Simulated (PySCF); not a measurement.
**Shapes and spin states of Tc(OH)₃**

Method: PySCF, B3LYP, basis Tc def2-SVP with ECP28, O def2-SVP, H def2-SVP (scalar-relativistic core potentials, no spin–orbit coupling, density fitting).

Relaxations began from a few typed shapes and spin states; open shells are unrestricted. The search is not exhaustive: other isomers or separated fragments can lie lower, and high-lying points may rest on an excited occupation.

Question: Order these stationary points by electronic energy, lowest first, in kJ/mol from the lowest minimum.
A. triplet C3v: O–H 0.971 Å (×3), Tc–O 1.853 Å (×3); H–O–Tc 118.5° (×3), O–Tc–O 119.9° (×3)
B. singlet C1: O–H 0.966 Å (×2), O–H 0.976 Å, Tc–O 1.821 Å (×2), Tc–O 1.860 Å; H–O–Tc 111.6°, H–O–Tc 136.6°, H–O–Tc 137.3°, O–Tc–O 106.6°, O–Tc–O 107.1°
C. triplet C3h: O–H 0.964 Å (×3), Tc–O 1.850 Å (×3); H–O–Tc 134.7° (×3), O–Tc–O 120.0° (×3)
D. quintet Cs: O–H 0.966 Å, O–H 0.970 Å (×2), Tc–O 1.911 Å (×2), Tc–O 1.918 Å; H–O–Tc 120.3° (×2), H–O–Tc 132.1°, O–Tc–O 93.9°, O–Tc–O 133.0° (×2)

Answer: A (0.0), D (38.0), B (81.4), C (86.4).

Question: Which of them are minima?

Answer: By energy in kJ/mol, 0.0: minimum; 38.0: minimum; 81.4: minimum; 86.4: saddle point, 4 imaginary modes.

For the lowest minimum: open d and f shells are described by one determinant, and the ground state may have another occupation or spin.
